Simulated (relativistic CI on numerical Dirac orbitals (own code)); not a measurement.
## V⁵⁺ in a cubic cluster: L2,3 absorption with charge transfer

Computed with a charge-transfer multiplet model of a cubic metal-ligand cluster with up to 2 ligand holes, Slater and spin-orbit integrals from Dirac-Coulomb-Breit ions, Slater integrals scaled by 0.8. The ground state mixes d0 with configurations of k ligand holes L, whose averages lie at kΔ + k(k − 1)U_dd/2; a core hole lowers each added d electron by U_cd. 300 K, Lorentzian 0.4 eV and Gaussian 0.3 eV FWHM.

Atomic integrals in eV (Slater integrals scaled, ζ unscaled), ground: F2dd 8.057, F4dd 5.049, zeta_d 0.024; with the core hole: F2dd 8.057, F4dd 5.049, zeta_d 0.047, zeta_core 4.606, F2cd 5.989, G1cd 4.613, G3cd 2.623. Where a configuration has fewer than two d electrons, the dd integrals are those of d2.

Cluster parameters (eV): Δ = -1.1, U_dd = 6, 10Dq = 1.7, 10Dq(ligand) = 1.3, V(eg) = 3.95, V(t2g) = -1.95, final-state hopping factor = 0.9.

Weights, n_d and S are thermal averages at 300 K. Photon energies count from the first peak over 30 % of the highest in each spectrum, which can be another peak from case to case. The parameters are a model scan and need not match a compound or its usual spin state. Peaks in eV (height, largest 100): -1.2 (6), 0.0 (53), 2.8 (100), 7.0 (47), 9.3 (89), 10.2 (75).

Question: Which parameters give this spectrum?
A. U_cd = 7.5 eV
B. U_cd = 5.1 eV
C. U_cd = 6.9 eV

Answer: C. U_cd = 6.9 eV; the ground state then has 1.02 d electrons and S = 0.00. The choice follows from running the model for each set and comparing peak positions and heights. The space is cut while the next configuration still counts.
